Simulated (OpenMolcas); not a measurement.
# Levels of In by method

- Program: OpenMolcas 26.06
- Basis: ANO-RCC-VTZP [7s6p4d2f1g]
- Scalar Hamiltonian: X2C, point nucleus
- Active space: 3 electrons in 4 orbitals (5s 5p)
- State averaging: 2S+1 = 4 odd, 1 root (0 in the spin-orbit step); 2S+1 = 2 odd, 3 roots; 2S+1 = 4 even, 3 roots; 2S+1 = 2 even, 5 roots (0 in the spin-orbit step)
- Spin-orbit coupling: state interaction with AMFI integrals over the reference wave functions, term energies averaged over their components

Methods on the same reference wave functions:
A. CASSCF
B. SS-CASPT2, IPEA 0.25 Eh, imaginary shift 0.1 Eh (closed shells correlated: 4d)

Energies in cm-1 above 5s2 5p 2P* 1/2, the measured ground level; measured values from NIST Handbook of Basic Atomic Spectroscopic Data.

```json
{"Level": "5s2 5p 2P* 1/2", "A": "0.0", "B": "0.0", "Measured": "0.0"}
{"Level": "5s2 5p 2P* 3/2", "A": "2098", "B": "2098", "Measured": "2213"}
{"Level": "5s 5p2 4P 1/2", "A": "26899", "B": "34208", "Measured": "34978"}
{"Level": "5s 5p2 4P 3/2", "A": "27645", "B": "34954", "Measured": "36021"}
{"Level": "5s 5p2 4P 5/2", "A": "28889", "B": "36197", "Measured": "37452"}
```

Deviations, from unrounded energies. A percentage is the sum of absolute deviations over the sum of measured energies, with the sign that they share, or ± where signs differ.

| Against measurement | Levels | A | B |
| --- | --- | --- | --- |
| mean absolute deviation (cm-1) | 4 | 6300 | 800 |
| fine structure of the ground term (%) | 1 | -5.2 | -5.2 |
| other configurations (%) | 3 | -23.1 | -2.9 |

B lies closest to measurement on these levels. The largest miss of B in the table is 5s 5p2 4P 5/2, by -1300 cm-1. The ranking rests on the paired levels alone, and a cruder setting can come out closer through cancelling errors.

The lowest spin-free term lies below A's lowest term by 0.444 hartree in B.

Some high roots are left out of the spin-orbit mixing, which shifts the levels that they would mix with. Terms of s pⁿ other than that of highest spin mix with s² pⁿ⁻² d, which this space lacks; all of them can be thousands of cm-1 off, and some have no real level of that name. Without dynamic correlation excited terms often stand tens of per cent too high (terms of higher spin than the ground term too low), and those without a measured partner can miss by more than the paired ones (holds for A). Computed and measured levels are paired by configuration, term and J; levels that our copy of the source lacks, or whose pairing is in doubt (as where it misses far off the trend of its configuration), stay unpaired and out of the deviations. Levels of configurations outside the active space are missing.

* marks odd parity.
